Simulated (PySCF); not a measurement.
**Fractional electron number in Tc (technetium, neutral)**

The 5s beta orbital of [Kr] 4d5 5s2 is emptied in steps (occupation f), with all orbitals relaxed, ending at [Kr] 4d5 5s1. Calculation: PySCF 2.14, in def2-SVP with the def2 core potential (28 electrons) (5s3p2d1f, 31 functions); a scalar-relativistic core potential. The exact energy is a straight line in f; departures are measured from the line between the end points of the same method.

| f | UHF (eV) | LDA (eV) | PBE (eV) |
| --- | --- | --- | --- |
| 1 | 0.000 | 0.000 | 0.000 |
| 0.9 | 0.012 | -0.255 | -0.241 |
| 0.7 | 0.026 | -0.597 | -0.564 |
| 0.5 | 0.029 | -0.713 | -0.673 |
| 0.3 | 0.024 | -0.601 | -0.565 |
| 0.1 | 0.010 | -0.257 | -0.234 |
| 0 | 0.000 | 0.000 | 0.000 |

| method | E(f=0) − E(f=1) (eV) | −ε at f=1 (eV) | −ε at f=0.5 (eV) |
| --- | --- | --- | --- |
| UHF | 5.544 | 5.677 | 5.537 |
| LDA | 7.351 | 4.527 | 7.340 |
| PBE | 6.914 | 4.246 | 6.908 |

Orbital energy along the path (eV):

```csv
f,UHF,LDA,PBE
1,-5.677,-4.527,-4.246
0.9,-5.645,-5.079,-4.770
0.7,-5.587,-6.201,-5.830
0.5,-5.537,-7.340,-6.908
0.3,-5.494,-8.491,-8.010
0.1,-5.456,-9.647,-9.110
0,-5.438,-10.134,-9.034
```

Reference removal energy between the ground levels: 7.119 eV (measured; NIST Atomic Spectra Database, ionization energies). UHF lacks correlation.
